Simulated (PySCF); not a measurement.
Species: 1,5,5-trimethylcyclopentadiene, C8H12.
Bonds: C1–C2, C2–C3 (double), C3–C4, C4–C5 (double), C5–C6, C6–C7, C6–C8, C2–C6. Hydrogens: H9, H10, H11 on C1; H12 on C3; H13 on C4; H14 on C5; H15, H16, H17 on C7; H18, H19, H20 on C8.

Computed by this run: PySCF, PBE0-D3(BJ)/def2-SVP geometry optimisation, gas phase; density fitting, grid level 1; the optimiser is geomeTRIC in internal coordinates, started from a GFN2-xTB structure.

Step 0: E = -8475.3116 eV
```
atom  x, y, z in Å  |  force x, y, z in eV/Å
C1      1.7717   -0.4226   -1.1287   -0.368   0.371   0.243
C2      0.7385    0.4091   -0.4585    0.161  -0.607  -0.126
C3      0.6729    1.7463   -0.3916   -0.087   0.176   0.058
C4     -0.5029    2.1437    0.3585    0.112   0.144  -0.066
C5     -1.1622    1.0518    0.7541    0.052  -0.490  -0.048
C6     -0.4459   -0.1837    0.2778   -0.074   0.067   0.051
C7     -0.0014   -1.0434    1.4650   -0.067   0.374  -0.336
C8     -1.3412   -1.0041   -0.6562    0.288   0.374   0.225
H9      2.5258    0.2086   -1.5928    0.318   0.160  -0.196
H10     1.3211   -1.0495   -1.8987   -0.097  -0.313  -0.319
H11     2.2614   -1.0804   -0.4102    0.242  -0.324   0.213
H12     1.3723    2.4431   -0.8201    0.447   0.315  -0.277
H13    -0.7730    3.1678    0.5487   -0.211   0.539   0.144
H14    -2.0699    1.0035    1.3273   -0.554   0.026   0.350
H15     0.5304   -1.9264    1.1174    0.240  -0.405  -0.102
H16     0.6542   -0.4717    2.1180    0.268   0.179   0.306
H17    -0.8684   -1.3656    2.0374   -0.323  -0.186   0.261
H18    -2.2365   -1.3244   -0.1278   -0.374  -0.186   0.171
H19    -0.8135   -1.8873   -1.0097    0.185  -0.402  -0.184
H20    -1.6385   -0.4040   -1.5132   -0.159   0.188  -0.369
```

**Question.** Estimate the geometry and energy of step 1. (The exact step hangs on the optimiser's Hessian estimate; all steps are aligned on step 0, rigid shifts and turns removed.)

**Answer.** E = -8475.3733 eV, largest force 0.108 eV/Å
```
atom  x, y, z in Å  |  force x, y, z in eV/Å
C1      1.7673   -0.4297   -1.1265    0.061  -0.062  -0.042
C2      0.7380    0.4059   -0.4592   -0.055   0.055   0.039
C3      0.6743    1.7543   -0.3924    0.087   0.033  -0.056
C4     -0.5099    2.1565    0.3634   -0.039   0.077   0.026
C5     -1.1744    1.0551    0.7612   -0.064   0.010   0.043
C6     -0.4537   -0.1783    0.2828    0.031  -0.004  -0.022
C7      0.0052   -1.0347    1.4683    0.003  -0.057   0.058
C8     -1.3408   -0.9957   -0.6624   -0.053  -0.054  -0.032
H9      2.5413    0.1921   -1.5999   -0.019  -0.016   0.012
H10     1.3252   -1.0729   -1.9088    0.015   0.019   0.028
H11     2.2679   -1.1075   -0.4117   -0.018   0.020  -0.024
H12     1.3965    2.4461   -0.8351   -0.029  -0.032   0.018
H13    -0.7963    3.1918    0.5648    0.011  -0.041  -0.009
H14    -2.0983    1.0181    1.3442    0.043  -0.002  -0.027
H15     0.5608   -1.9220    1.1218   -0.009   0.029   0.008
H16     0.6582   -0.4573    2.1406   -0.013  -0.003  -0.014
H17    -0.8608   -1.3893    2.0502    0.026   0.002  -0.015
H18    -2.2445   -1.3491   -0.1400    0.026   0.002  -0.016
H19    -0.8041   -1.8826   -1.0388   -0.011   0.029   0.006
H20    -1.6571   -0.3899   -1.5253    0.006  -0.006   0.017
```

The energy changes by -0.0617 eV. The first-order estimate −F·Δx gives -0.1293 eV and the mean of the old and new forces, exact on a quadratic surface, -0.0622 eV. The step makes an angle of 56° with the force vector and moves no atom by more than 0.037 Å.

What follows is the cost of the whole optimisation. Rough CPU time on one thread of a shared machine: about 2.7 min.
